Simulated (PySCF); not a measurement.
F₂Sc, charge +1.

```xyz
3

Sc     0.0000     0.0000     0.4398
F      0.0000    -1.4755    -0.5131
F      0.0000     1.4755    -0.5131
```
Charge +1, spin multiplicity 1.

Geometry optimised at PBE0-D3(BJ)/def2-TZVP. The multiplicity is an assumed one; other spin states were not compared. The isomer is the one that the SMILES or the coordinates give; other isomers of the formula were not compared.

All values below come from KT2/pcSseg-2 (PySCF). Non-relativistic, no solvent.

Computed absolute GIAO shielding of each atom: isotropic value and principal components (ppm):
```csv
atom,σ(iso),σ11,σ22,σ33,span
Sc1,769.5,504.6,679.6,1124.3,619.7
F2,-385.3,-1008.4,-549.5,401.8,1410.2
F3,-385.3,-1008.4,-549.5,401.8,1410.2
```
